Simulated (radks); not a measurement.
The neodymium ion Nd+, 59 electrons, occupied as [Xe] 4f4 6s1. All-electron calculation, non-relativistic Kohn-Sham, LB94 model potential, spin-polarised, spherical densities, point nucleus; open shells are filled with parallel spins first (spin-orbit coupling, left out, can overturn this in heavy ions); relativity is left out, which matters for an element this heavy. Program: a radial shooting solver on a logarithmic mesh with Libxc functionals.

Normalised radial functions P(r) = r R(r), r in bohr:

r	5s down	5p down	4f down
0.003862	0.0818	0.0054	0.0000
0.005234	0.1014	0.0096	0.0000
0.007094	0.1212	0.0167	0.0000
0.009614	0.1373	0.0283	0.0000
0.01303	0.1429	0.0469	0.0000
0.0178	0.1275	0.0754	0.0002
0.02412	0.0806	0.1134	0.0005
0.03269	-0.0040	0.1575	0.0015
0.04431	-0.1158	0.1943	0.0042
0.06005	-0.2134	0.1966	0.0115
0.08138	-0.2246	0.1296	0.0298
0.1112	-0.0799	-0.0276	0.0730
0.1507	0.1756	-0.2140	0.1587
0.2042	0.3432	-0.2923	0.3092
0.2768	0.1865	-0.1253	0.5288
0.3751	-0.2503	0.2287	0.7740
0.5084	-0.5117	0.4434	0.9560
0.689	-0.1989	0.2239	1.0032
0.9412	0.4991	-0.3417	0.8855
1.276	0.9202	-0.7806	0.6577
1.729	0.8240	-0.8316	0.4239
2.343	0.4574	-0.5756	0.2399
3.175	0.1551	-0.2620	0.1144
4.303	0.0291	-0.0731	0.0426
5.879	0.0024	-0.0102	0.0105
7.968	0.0001	-0.0006	0.0015
10.8	0.0000	0.0000	0.0001

5s down: eigenvalue -46.420 eV, 4 radial nodes at r = 0.0323, 0.123, 0.318, 0.757 bohr, <r> = 1.56 bohr, 90 % of the charge inside 2.26 bohr. 5p down: eigenvalue -31.902 eV, 3 radial nodes at r = 0.106, 0.311, 0.787 bohr, <r> = 1.78 bohr, 90 % of the charge inside 2.63 bohr. 4f down (empty): eigenvalue -16.676 eV, 0 radial nodes, <r> = 0.992 bohr, 90 % of the charge inside 1.72 bohr.
